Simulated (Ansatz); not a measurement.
BH$_{4}$SeF, closed shell: a saddle search.

The input file, in.yaml:

```yaml
crystal:
  periodic: [false, false, false]
  atoms:
    - {symbol: B, position_ang: [-0.506600, -0.514700, 0.203100]}
    - {symbol: F, position_ang: [0.780000, -1.062600, -0.641200]}
    - {symbol: H, position_ang: [-1.461200, -0.949800, -0.317500]}
    - {symbol: H, position_ang: [-0.296000, -0.721200, 1.334700]}
    - {symbol: H, position_ang: [0.892700, -0.041800, -0.923100]}
    - {symbol: Se, position_ang: [-0.154000, 1.462300, -0.362000]}
    - {symbol: H, position_ang: [0.745100, 1.827900, 0.706000]}
basis:
  gaussian: {orbitals: def2-SVP}
hamiltonian: {xc: pbe0, dispersion: d4}
saddle:
  max_steps: 30
```

Command:

```bash
ansatz run in.yaml --threads 2 --pin off --events-out ev --progress --plain --max-ram 4352MiB
```

Output of Ansatz 0.2.0:

```
Functional definition: PBE0
  name "PBE0"
  cite "Adamo & Barone, J. Chem. Phys. 110, 6158 (1999) doi:10.1063/1.478522"
  cite "Perdew, Burke & Ernzerhof, Phys. Rev. Lett. 77, 3865 (1996) doi:10.1103/PhysRevLett.77.3865"
  parent pbe
  parameter a = 0.25
  parameter kappa = 0.804
  parameter beta = 0.06672455060314922
  exchange = (1 - a)*pbe_x(kappa = kappa, mu = beta*pi^2/3) + a*exact_x
  correlation = pbe_c(beta = beta)
857 factors; integrals over basis functions are off by at most 3.3e-4 eV
mean field evaluation 1: about -68784.4931 eV, gradient 2.2e1 eV
mean field evaluation 2: about -68784.4407 eV, gradient 2.5e1 eV
mean field evaluation 4: about -68785.7475 eV, gradient 1.3e0 eV
mean field evaluation 8: about -68785.7781 eV, gradient 2.3e-2 eV
mean field -68785.77806704 eV, -2527.8307192888 hartree, gradient 3.9e-5 eV, S^2 0.000000; 0 other end points of the search recorded, 0 dependent functions left out
the calculation of the forces begins
reference -68785.77808793 eV, -2527.8307200563 hartree; 26, 26 occupied and 54, 54 virtual orbitals, 857 factors
saddle search: the rotation starts from a random direction (saddle.seed = 0)
these checks for a lower state are left out or cut short: stability, starts, cluster_reference, orbital_swaps, neighbouring_geometries, increment
857 factors; integrals over basis functions are off by at most 3.3e-4 eV
mean field evaluation 16: about -68785.7514 eV, gradient 8.1e-4 eV
mean field -68785.77793096 eV, -2527.8307142878 hartree, gradient 1.8e-6 eV, S^2 0.000000; 0 other end points of the search recorded, 0 dependent functions left out
the calculation of the forces begins
reference -68785.77795184 eV, -2527.8307150551 hartree; 26, 26 occupied and 54, 54 virtual orbitals, 857 factors
these checks for a lower state are left out or cut short: stability, starts, cluster_reference, orbital_swaps, neighbouring_geometries, increment
857 factors; integrals over basis functions are off by at most 3.3e-4 eV
mean field -68785.78387461 eV, -2527.8309327130 hartree, gradient 1.8e-6 eV, S^2 0.000000; 0 other end points of the search recorded, 0 dependent functions left out
the calculation of the forces begins
reference -68785.78389549 eV, -2527.8309334802 hartree; 26, 26 occupied and 54, 54 virtual orbitals, 857 factors
these checks for a lower state are left out or cut short: stability, starts, cluster_reference, orbital_swaps, neighbouring_geometries, increment
857 factors; integrals over basis functions are off by at most 3.3e-4 eV
mean field evaluation 32: about -68785.7800 eV, gradient 4.0e-4 eV
mean field -68785.77999650 eV, -2527.8307901951 hartree, gradient 1.1e-6 eV, S^2 0.000000; 0 other end points of the search recorded, 0 dependent functions left out
the calculation of the forces begins
[...]
857 factors; integrals over basis functions are off by at most 3.3e-4 eV
mean field -68785.78220622 eV, -2527.8308714010 hartree, gradient 1.8e-6 eV, S^2 0.000000; 0 other end points of the search recorded, 0 dependent functions left out
the calculation of the forces begins
reference -68785.78222710 eV, -2527.8308721682 hartree; 26, 26 occupied and 54, 54 virtual orbitals, 857 factors
these checks for a lower state are left out or cut short: stability, starts, cluster_reference, orbital_swaps, neighbouring_geometries, increment
857 factors; integrals over basis functions are off by at most 3.3e-4 eV
mean field evaluation 128: about -68785.7562 eV, gradient 5.6e-1 eV
mean field -68785.78378933 eV, -2527.8309295791 hartree, gradient 1.8e-6 eV, S^2 0.000000; 0 other end points of the search recorded, 0 dependent functions left out
the calculation of the forces begins
reference -68785.78381021 eV, -2527.8309303463 hartree; 26, 26 occupied and 54, 54 virtual orbitals, 857 factors
these checks for a lower state are left out or cut short: stability, starts, cluster_reference, orbital_swaps, neighbouring_geometries, increment
857 factors; integrals over basis functions are off by at most 3.3e-4 eV
mean field -68785.78086876 eV, -2527.8308222499 hartree, gradient 1.8e-6 eV, S^2 0.000000; 0 other end points of the search recorded, 0 dependent functions left out
the calculation of the forces begins
reference -68785.78088964 eV, -2527.8308230174 hartree; 26, 26 occupied and 54, 54 virtual orbitals, 857 factors
these checks for a lower state are left out or cut short: stability, starts, cluster_reference, orbital_swaps, neighbouring_geometries, increment
857 factors; integrals over basis functions are off by at most 3.3e-4 eV
mean field -68785.78183478 eV, -2527.8308577508 hartree, gradient 2.1e-6 eV, S^2 0.000000; 0 other end points of the search recorded, 0 dependent functions left out
the calculation of the forces begins
reference -68785.78185567 eV, -2527.8308585183 hartree; 26, 26 occupied and 54, 54 virtual orbitals, 857 factors
these checks for a lower state are left out or cut short: stability, starts, cluster_reference, orbital_swaps, neighbouring_geometries, increment
857 factors; integrals over basis functions are off by at most 3.3e-4 eV
mean field -68785.78340764 eV, -2527.8309155523 hartree, gradient 1.8e-6 eV, S^2 0.000000; 0 other end points of the search recorded, 0 dependent functions left out
the calculation of the forces begins
reference -68785.78342852 eV, -2527.8309163195 hartree; 26, 26 occupied and 54, 54 virtual orbitals, 857 factors
saddle step   1: F+E_penalty+E_count = -68785.86632716 eV  max|allowed force component| = 8.481e-1 eV/Å  curvature = -1.3484 eV/Å²  mode residual = 8.79e-2 eV/Å²  Δτ_max = 0.0000 Å  (19 rotations, 22 force calls, 412 SCF iters)  cluster: 3 rotations left out, max|force component along them| = 5.078e-8 eV/Å
saddle step   2: F+E_penalty+E_count = -68785.89361596 eV  max|allowed force component| = 4.382e-1 eV/Å  curvature = -0.0704 eV/Å²  mode residual = 5.97e-1 eV/Å²  Δτ_max = 0.0467 Å  (1 rotations, 3 force calls, 70 SCF iters)  cluster: 3 rotations left out, max|force component along them| = 1.480e-7 eV/Å
saddle step   3: F+E_penalty+E_count = -68785.87838553 eV  max|allowed force component| = 2.570e-1 eV/Å  curvature = -1.5254 eV/Å²  mode residual = 8.66e-1 eV/Å²  Δτ_max = 0.0415 Å  (1 rotations, 3 force calls, 71 SCF iters)  cluster: 3 rotations left out, max|force component along them| = 1.088e-7 eV/Å
saddle step   4: F+E_penalty+E_count = -68785.85959436 eV  max|allowed force component| = 2.911e-1 eV/Å  curvature = -3.6523 eV/Å²  mode residual = 1.35e0 eV/Å²  Δτ_max = 0.0415 Å  (1 rotations, 3 force calls, 71 SCF iters)  cluster: 3 rotations left out, max|force component along them| = 9.142e-8 eV/Å
saddle step   5: F+E_penalty+E_count = -68785.85905464 eV  max|allowed force component| = 2.319e-1 eV/Å  curvature = -7.0947 eV/Å²  mode residual = 2.11e0 eV/Å²  Δτ_max = 0.0620 Å  (1 rotations, 3 force calls, 71 SCF iters)  cluster: 3 rotations left out, max|force component along them| = 1.105e-7 eV/Å
saddle step   6: F+E_penalty+E_count = -68785.86285002 eV  max|allowed force component| = 1.473e-1 eV/Å  curvature = -7.4337 eV/Å²  mode residual = 1.02e0 eV/Å²  Δτ_max = 0.0277 Å  (1 rotations, 3 force calls, 72 SCF iters)  cluster: 3 rotations left out, max|force component along them| = 1.523e-7 eV/Å
saddle step   7: F+E_penalty+E_count = -68785.86464339 eV  max|allowed force component| = 3.319e-2 eV/Å  curvature = -6.7572 eV/Å²  mode residual = 4.00e-1 eV/Å²  Δτ_max = 0.0122 Å  (1 rotations, 7 force calls, 125 SCF iters)  cluster: 3 rotations left out, max|force component along them| = 1.491e-7 eV/Å
saddle search: the force at step 8 is within saddle.f_tol, and the search now checks the order of the point unasked, as it does wherever a lone molecule whose rigid rotations it leaves out would converge (saddle.isolated_cluster): at most 100 rotations across the mode and 202 force calls, two more next to a line or behind a second negative curvature, two more where it reads a positive, two for each turn that reads one and six more at each negative that it reads, and up to 22 at one that stands (24 where saddle.amplitude is under 0.005 Å), over each length that the point is read over (saddle.order_check: false declines the check)
saddle search: the rotation starts from a random direction (saddle.seed = 0)
saddle step   8: F+E_penalty+E_count = -68785.86471849 eV  max|allowed force component| = 1.928e-3 eV/Å  curvature = -7.0370 eV/Å² (error put at 0.0118; -7.0487 at half of saddle.amplitude)  mode residual = 3.12e-1 eV/Å²  Δτ_max = 0.0065 Å  (1 rotations, 28 force calls, 423 SCF iters)  order check (unasked): positive, curvature across the mode = +0.8444 eV/Å²; +0.7229 less its residual, +0.7225 less it at half of saddle.amplitude; error put at 0.0004 (20 force calls)  cluster: 3 rotations left out, max|force component along them| = 1.557e-7 eV/Å
Total energy: -68785.86473949 eV, -2527.8339044426 hartree
Atom 0 at    -0.477789    -0.563265     0.197119 Å, force    -0.000666     0.000959    -0.000438 eV/Å
Atom 1 at     0.773878    -1.067690    -0.610716 Å, force    -0.000434    -0.001928     0.000457 eV/Å
Atom 2 at    -1.480694    -0.945352    -0.350981 Å, force     0.000216     0.000196     0.000033 eV/Å
Atom 3 at    -0.293855    -0.722281     1.375719 Å, force     0.000623    -0.000064     0.000032 eV/Å
Atom 4 at     0.839416     0.069676    -0.896732 Å, force     0.000986     0.001212    -0.000685 eV/Å
Atom 5 at    -0.141277     1.435273    -0.402391 Å, force    -0.001099    -0.000915    -0.000362 eV/Å
Atom 6 at     0.780322     1.793739     0.687981 Å, force     0.000374     0.000540     0.000962 eV/Å
Dipole moment:     0.204740     0.285921    -0.008385 e Å

[the SCF lines of later steps are left out]
```

The run took about 64 s on 2 CPU threads of an Arm Neoverse V2 (shared host).


The run ended normally. No guess of the unstable mode was given, so the search starts along a random direction and may reach another saddle than the intended one.